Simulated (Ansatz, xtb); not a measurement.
## Two isomers of BFH3NS

Structure a is `[NH3+][B-](F)=S`, a singlet and structure b is `FBNS`, a singlet. Both are isolated molecules in the gas phase, relaxed with PBE0-D3(BJ)/def2-SVP, each in the lowest conformer that the search found.

Q: Which of the two would you expect CCSD(T)/def2-TZVP electronic energies to favour?

A: Structure a; the calculation gives E(b) − E(a) = +0.621 eV.

Level by level:

```
               level              geometry  E(b) − E(a) (eV)  departure from the last row (eV)  job, with rough time for the two
            GFN2-xTB              GFN2-xTB              −0.451                            −1.072              optimisation, 0.32 s
           HF/STO-3G              GFN2-xTB              −1.168                            −1.789              single point, 0.28 s
  r2SCAN-D4/def2-SVP              GFN2-xTB              +0.778                            +0.157               single point, 4.1 s
PBE0-D3(BJ)/def2-SVP  PBE0-D3(BJ)/def2-SVP              +0.746                            +0.125                optimisation, 38 s
        HF/def2-TZVP  PBE0-D3(BJ)/def2-SVP              +0.383                            −0.238           part of the CCSD(T) run
       MP2/def2-TZVP  PBE0-D3(BJ)/def2-SVP              +0.723                            +0.102           part of the CCSD(T) run
   CCSD(T)/def2-TZVP  PBE0-D3(BJ)/def2-SVP              +0.621                                               single point, 1.8 min
```

As drawn, b has 1 N–S, 1 B–H, 1 S–H in place of 1 B=S, 2 N–H.

GFN2-xTB, HF/STO-3G put the two in the other order. The largest departure from CCSD(T)/def2-TZVP is that of HF/STO-3G, 1.789 eV.

With harmonic frequencies from PBE0-D3(BJ)/def2-SVP (ideal gas, rigid rotor, one conformer each, 400 K, 1 atm): the zero-point term adds −0.140 eV; ΔH is +0.483 and ΔG +0.495 eV.

The correlated steps freeze 8 core orbitals. Mirror images aren't counted in ΔG. Codes used: Ansatz 0.2.0, xtb 6.7.1; the last row on 1 thread of Arm Neoverse V1 on a shared host.
